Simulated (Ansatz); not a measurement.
A nudged elastic band was laid between two geometries of BCl2F + H2 (6 atoms, charge 0, multiplicity 1).

These are results of Ansatz 0.2.0, RKS B3LYP-D4/cc-pVDZ, not measurements.

```yaml
movable_images: 8
climbing_image: no
spring: 5.0 eV/Å²
optimiser: quadratic models (default)
start_path: through a guess of the saddle point
force_threshold: 0.05 eV/Å
iteration_limit: 60
end_points: relaxed
```

Image 0:

```xyz
6
Properties=species:S:1:pos:R:3
B -0.004 0.516 -0.087
F -0.004 0.780 1.211
Cl 1.529 0.386 -0.934
Cl -1.536 0.315 -0.920
H 0.063 -2.465 0.840
H 0.064 -2.058 1.484
```

Image 9:

```xyz
6
Properties=species:S:1:pos:R:3
B 0.015 -0.484 -0.543
F 0.018 -0.087 1.907
Cl 1.523 0.351 -0.895
Cl -1.530 0.288 -0.881
H 0.040 -1.639 -0.232
H 0.046 -0.956 2.239
```

What changes between the two ends?

Bonds broken: B1–F2, H5–H6. Bonds formed: B1–H5, F2–H6. BCl2F + H2 becomes BCl2H + FH.

What energy profile does the band end with?

It converged. The highest image is number 5 of 0 to 9, 1.92 eV above the first end and 0.70 eV above the last; the last end lies 1.21 eV above the first. No image climbed, so the highest image needn't sit at the top of the path. The orbitals stay closed-shell, which can raise the energy where a bond breaks towards radicals; this wasn't checked here.

| image | path coordinate (Å) | energy (eV) | B1–F2 (Å) | H5–H6 (Å) | B1–H5 (Å) |
| --- | --- | --- | --- | --- | --- |
| 0 | 0.00 | 0.00 | 1.32 | 0.76 | 3.12 |
| 1 | 0.39 | 0.01 | 1.33 | 0.76 | 2.78 |
| 2 | 0.78 | 0.08 | 1.33 | 0.76 | 2.43 |
| 3 | 1.16 | 0.32 | 1.34 | 0.76 | 2.06 |
| 4 | 1.55 | 0.92 | 1.38 | 0.79 | 1.67 |
| 5 | 1.94 | 1.92 | 1.55 | 0.96 | 1.39 |
| 6 | 2.32 | 1.75 | 1.80 | 1.30 | 1.25 |
| 7 | 2.71 | 1.35 | 2.16 | 1.65 | 1.21 |
| 8 | 3.10 | 1.23 | 2.40 | 2.06 | 1.20 |
| 9 | 3.48 | 1.21 | 2.48 | 2.56 | 1.20 |

What is the geometry of the highest image?


```xyz
6
Properties=species:S:1:pos:R:3
B 0.015 -0.245 0.030
F 0.014 0.151 1.531
Cl 1.545 0.163 -0.784
Cl -1.536 0.111 -0.771
H 0.039 -1.592 0.377
H 0.034 -1.114 1.211
```

The run took 4.6 min on 1 thread of Intel(R) Xeon(R) 6975P-C (Granite Rapids), on a shared host, peak memory 0.17 GiB.
